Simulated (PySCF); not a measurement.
# State search for WF

Unrestricted PBE0; PySCF, scalar-relativistic core potentials, basis sets W cc-pVDZ-PP with ECP60, F cc-pVDZ. Outer shells of the fragments: W 5d4 6s2; F 2s2 2p5.

Followed along the bond (rough minima from three points):

| 2Ms+1 | unpaired | ⟨S²⟩ at the start | R at minimum (Å) | Te (eV) |
| --- | --- | --- | --- | --- |
| 6 | σ ↑, π ↑↑, δ ↑↑ | 8.76 | 1.90 | 0.00 |
| 6 | σ ↑↑, π ↑, δ ↑↑ | 8.76 | 1.94 | 1.22 |
| 4 | π ↑↑, δ ↑ | 3.76 | 1.87 | 1.24 |
| 4 | σ ↑, π ↑↓, δ ↑↑ | 4.75 | 1.89 | 1.45 |
| 2 | π ↑↓, δ ↑ | 2.54 | 1.88 | 1.47 |
| 4 | π ↑, δ ↑↑ | 3.88 | none in the scan | ≤ 0.88 |

Solutions found at the starting distance of 1.900 Å, counted from the lowest of them; the search is not exhaustive and high or unbound solutions are not listed, so other states can lie among these:

```json
{"2Ms+1": "6", "unpaired": "σ ↑, π ↑↑, δ ↑↑", "term": "⁶Σ⁺", "E (eV)": "0.00", "⟨S²⟩": "8.76", "⟨Lz²⟩": "0.00", "μ (D)": "-2.74"}
{"2Ms+1": "4", "unpaired": "π ↑, δ ↑↑", "term": "mixed", "E (eV)": "0.89", "⟨S²⟩": "3.88", "⟨Lz²⟩": "1.23", "μ (D)": "-1.92"}
{"2Ms+1": "6", "unpaired": "σ ↑↑, π ↑, δ ↑↑", "term": "⁶Π", "E (eV)": "1.25", "⟨S²⟩": "8.76", "⟨Lz²⟩": "1.00", "μ (D)": "-0.34"}
{"2Ms+1": "4", "unpaired": "π ↑↑, δ ↑", "term": "⁴Δ", "E (eV)": "1.25", "⟨S²⟩": "3.76", "⟨Lz²⟩": "4.00", "μ (D)": "-2.43"}
{"2Ms+1": "4", "unpaired": "σ ↑, π ↑↓, δ ↑↑", "term": "mixed", "E (eV)": "1.45", "⟨S²⟩": "4.75", "⟨Lz²⟩": "2.03", "μ (D)": "-2.77"}
{"2Ms+1": "2", "unpaired": "π ↑↓, δ ↑", "term": "mixed", "E (eV)": "1.47", "⟨S²⟩": "2.54", "⟨Lz²⟩": "6.38", "μ (D)": "-2.43"}
{"2Ms+1": "2", "unpaired": "π ↑, δ ↑↓", "term": "mixed", "E (eV)": "1.67", "⟨S²⟩": "1.77", "⟨Lz²⟩": "8.98", "μ (D)": "-2.25"}
{"2Ms+1": "2", "unpaired": "π ↓, δ ↑↑", "term": "mixed", "E (eV)": "1.68", "⟨S²⟩": "2.03", "⟨Lz²⟩": "1.01", "μ (D)": "-1.43"}
{"2Ms+1": "4", "unpaired": "σ ↓, π ↑↑, δ ↑↑", "term": "mixed", "E (eV)": "1.81", "⟨S²⟩": "4.75", "⟨Lz²⟩": "0.00", "μ (D)": "-2.65"}
{"2Ms+1": "2", "unpaired": "π ↑↓, δ ↑", "term": "mixed", "E (eV)": "2.00", "⟨S²⟩": "1.78", "⟨Lz²⟩": "6.15", "μ (D)": "-2.17"}
```

A term symbol is given only where ⟨S²⟩ and ⟨Lz²⟩ are close to those of a pure state; real π, δ and φ orbitals otherwise mix terms. A positive dipole means W(−)F(+).

Spin–orbit coupling is left out. The state is the lowest single determinant that the PBE0 search found; with open d or f shells the true ground state can be another one.
